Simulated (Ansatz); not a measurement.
Gas-phase electronic energies from Ansatz, PBE0-D4/def2-TZVP geometries. CCSD(T)/CBS adds triple-zeta CCSD(T) − MP2 to the extrapolated MP2 energy (def2 sets, frozen cores). This one scheme is used for every species. Functionals use def2-TZVPP. B3LYP here is the variant with VWN-RPA as its local correlation; programs differ in this. Each species was taken in one conformer, which may not be the lowest.

Consider the cleavage of the Si–Si bond: `F[SiH2][SiH](Cl)Cl` + `N[SiH](O)O` → `O[SiH](O)N[SiH](Cl)Cl` + `F[SiH3]`.

**Question.** Is it downhill or uphill in electronic energy at CCSD(T)/CBS, and by how much? (An estimate is asked.)

**Answer.** Ansatz gave: Downhill: ΔE = -0.93 eV.

**Question.** What do these levels give: r2SCAN-D4, B3LYP-D4, ωB97X-V, PBE, r2SCAN, HF/def2-TZVPP, MP2/def2-TZVPP, SCS-MP2/def2-TZVPP, CCSD/def2-TZVPP, HF/def2-QZVPP, SCS-MP2/def2-QZVPP, MP2/CBS(def2)? (Estimate.)

**Answer.** The calculation gave: r2SCAN-D4 -0.88, B3LYP-D4 -0.90, ωB97X-V -0.90, PBE -0.65, r2SCAN -0.86, HF/def2-TZVPP -1.04, MP2/def2-TZVPP -1.04, SCS-MP2/def2-TZVPP -1.03, CCSD/def2-TZVPP -0.97, HF/def2-QZVPP -1.05, SCS-MP2/def2-QZVPP -1.02, MP2/CBS(def2) -1.02 eV.

Largest T1 diagnostic among the species: 0.011.

From PBE to PBE0 (25 % exact exchange), in def2-TZVPP and without D4, ΔE moves by −0.10 eV. The D4 term adds −0.08 eV with B3LYP and −0.05 eV with PBE0; it sums over pairs of atoms, weighted by their polarisabilities, and B3LYP, whose exchange is more repulsive, gets the larger term.
